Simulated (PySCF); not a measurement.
From one molecule to another.

First species: C5H9F3Si.
Numbering: `[CH2:1]=[CH:2][C@@H:3]([CH2:4][SiH3:5])[C:6]([F:7])([F:8])[F:9]` (hydrogens: H10, H11 on C1; H12 on C2; H13 on C3; H14, H15 on C4; H16, H17, H18 on Si5)

Second species: C8H9P.
InChI=1S/C8H9P/c1-4-6-9-7(3)8(9)5-2/h1,5H,2,6H2,3H3

Levels: PBE0/pcSseg-1 for dipole moment, HOMO energy, LUMO energy and HOMO–LUMO gap; GFN2-xTB for rotational constant A and rotational constant C. Geometries: GFN2-xTB. Each structure is a single optimised conformer of the isolated species, non-relativistic unless stated. Electronic properties by PySCF.

The conformers computed, where there is a choice (atom-mapped SMILES and torsion angles):
- `[CH2:1]=[CH:2][C@@H:3]([CH2:4][SiH3:5])[C:6]([F:7])([F:8])[F:9]`: C1–C2–C3–C4 118°, C2–C3–C4–Si5 -177°, C2–C3–C6–F7 51°
- `[CH:1]#[C:2][CH2:3][P:4]1[C:5]([CH3:6])=[C:7]1[CH:8]=[CH2:9]`: C2–C3–P4–C5 127°, C5–C7–C8–C9 -174°

Values for the first species:

| Quantity | Value |
| --- | --- |
| Dipole moment | 2.28 D |
| HOMO energy | -7.98 eV |
| LUMO energy | -0.12 eV |
| HOMO–LUMO gap | 7.86 eV |
| Rotational constant A | 1.689 GHz |
| Rotational constant C | 0.787 GHz |

**Question.** Estimate the same properties for the second species, and the change in each.

**Answer.** 
```
             property      first     second  second less first
        dipole moment     2.28 D     2.20 D            -0.08 D
          HOMO energy   -7.98 eV   -6.23 eV           +1.75 eV
          LUMO energy   -0.12 eV   -1.15 eV           -1.03 eV
        HOMO–LUMO gap    7.86 eV    5.08 eV           -2.78 eV
rotational constant A  1.689 GHz  1.748 GHz         +0.059 GHz
rotational constant C  0.787 GHz  0.773 GHz         -0.014 GHz
```

On the first: The dipole matches unit charges of opposite sign 0.47 Å apart (1 e·Å = 4.8032 D).

On the second: The dipole equals about 7.4 × 10⁻³⁰ C·m (1 D = 3.33564 × 10⁻³⁰ C·m).
